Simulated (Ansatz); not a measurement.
C3H11BSi can be A, `B[Si](C)(C)C`, or B, `CB[SiH2]CC`.

Isolated molecules relaxed with PBE0-D4/def2-TZVP in Ansatz; ΔE leaves out vibrations. CBS: MP2 limit from def2 TZ/QZ plus the TZ coupled-cluster correction, frozen cores. DFT in def2-TZVPP. B3LYP here is the variant with VWN-RPA as its local correlation; programs differ in this. Each species was taken in one conformer, which may not be the lowest.

A:

Z-matrix (Å, degrees):
```
Si
C 1 1.889
C 1 1.880 2 108.9
B 1 2.015 2 105.1 3 -120.5
C 1 1.880 2 108.9 3 119.0
H 2 1.093 1 111.7 3 59.9
H 2 1.094 1 109.6 3 -59.5
H 2 1.093 1 111.7 3 -179.0
H 3 1.094 1 110.9 2 60.2
H 3 1.093 1 111.0 2 -59.9
H 3 1.093 1 111.4 2 -179.9
H 4 1.199 1 121.9 2 -87.8
H 4 1.199 1 122.0 2 88.4
H 5 1.093 1 111.4 2 179.9
H 5 1.094 1 110.9 2 -60.2
H 5 1.093 1 111.0 2 59.9
```

B:

Z-matrix (Å, degrees):
```
C
B 1 1.554
H 1 1.091 2 116.7
H 1 1.094 2 113.7 3 129.6
H 1 1.104 2 103.8 3 -117.3
Si 2 2.020 1 124.8 3 17.7
H 2 1.202 1 117.4 3 -167.5
C 6 1.885 2 114.5 1 -16.4
H 6 1.498 2 106.8 1 105.3
H 6 1.495 2 110.1 1 -139.5
C 8 1.526 6 112.9 2 -65.7
H 8 1.095 6 108.8 2 171.5
H 8 1.096 6 108.3 2 56.7
H 11 1.093 8 111.8 6 179.2
H 11 1.093 8 111.3 6 -60.6
H 11 1.094 8 111.6 6 59.0
```

Task: Which is lower in electronic energy at CCSD(T)/CBS, and by how much? (Estimate.)

Result: The calculation gave: A, by 9.5 kcal/mol.

Task: Give E(B) − E(A) in kcal/mol with CCSD/def2-TZVPP, B2PLYP, B3LYP-D4, PBE-D4, B3LYP, CCSD(T)/def2-TZVPP, MP2/def2-TZVPP. (Estimate.)

Result: Computed: CCSD/def2-TZVPP 9.0, B2PLYP 8.8, B3LYP-D4 8.6, PBE-D4 7.6, B3LYP 8.0, CCSD(T)/def2-TZVPP 9.1, MP2/def2-TZVPP 10.1. None reverses the order clearly.

Largest T1 diagnostic: 0.011.
